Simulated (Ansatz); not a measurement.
Coupled-cluster diagnostics for InSi₆⁻, Ansatz.

Geometry of the singlet (PBE0-D4/def2-SVPD):

```csv
atom,x (Å),y (Å),z (Å)
In1,-0.026,2.171,-0.258
Si2,-0.295,-2.179,-0.367
Si3,1.115,1.625,1.954
Si4,-1.257,1.535,-2.537
Si5,0.713,-2.546,1.607
Si6,-0.763,-0.278,-1.421
Si7,0.513,-0.330,1.021
```

In the def2 sets In takes a core potential; there is no spin–orbit coupling. Correlated methods freeze 34 core orbitals; core or outer-core shells of In are correlated, in sets that lack core-valence functions. Another isomer (singlet) lies 1.38 eV lower at PBE0-D4/def2-TZVPD; other spin states weren't run for this one.

Question: Estimate the CCSD(T) correlation energy, the shares of MP2 and (T), T1 and the reference's ⟨S²⟩ for: charge -1, singlet, own geometry in def2-SVPD; and the rough time on 4 threads of Arm Neoverse V2 on a shared host.

Answer: 
| state | basis | correlation (eV) | MP2 share (%) | (T) share (%) | T1 | ⟨S²⟩ (pure) | wall time | remarks |
| --- | --- | --- | --- | --- | --- | --- | --- | --- |
| charge -1, singlet, own geometry | def2-SVPD | -21.564 | 90.4 | 8.6 | 0.024 | 0.00 (0.00) | 46 s | large T1 (0.024), restricted SCF unstable |
Customary marks for T1 are 0.02 (closed shells), 0.045 (open shells) and about 0.05 (3d metals). T1 exceeds 0.02 in 1 of 1 rows and 0.045 in 0; the higher it lies, the less the single-reference result can be trusted.
